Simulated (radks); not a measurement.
Results of a calculation; reference values are marked as such.
Spin polarisation of the 3d5 shell in Cr. Start: [Ar] 3d(up 2.5, down 2.5) 4s(up 0.5, down 0.5); electrons of 3d are moved from spin down to spin up, other shells keep equal spins. Level of theory: scalar-relativistic Kohn-Sham, PBE, spin-polarised, spherical densities, finite nucleus; Fermi nuclear charge, rms radius of each element as measured or else 0.836 A^(1/3) + 0.57 fm (a radial shooting solver on a logarithmic mesh with Libxc functionals).

moment (Bohr magnetons),E - E(0) (eV),e(3d up) (eV),e(3d down) (eV),4s down minus up (eV),3p down minus up (eV)
0,0.000,-2.913,-2.913,0.000,0.000
1,-0.188,-3.261,-2.511,0.236,0.896
2,-0.749,-3.548,-2.056,0.477,1.786
3,-1.677,-3.763,-1.546,0.729,2.665
4,-2.959,-3.873,-0.972,0.997,3.516
5,-4.562,-3.768,-0.283,1.293,4.299

At moment 5 the spin-polarisation energy is -4.562 eV and the 3d exchange splitting 3.485 eV, that is 0.697 eV per Bohr magneton; E = -I m^2/4 would give I = 0.730 eV.
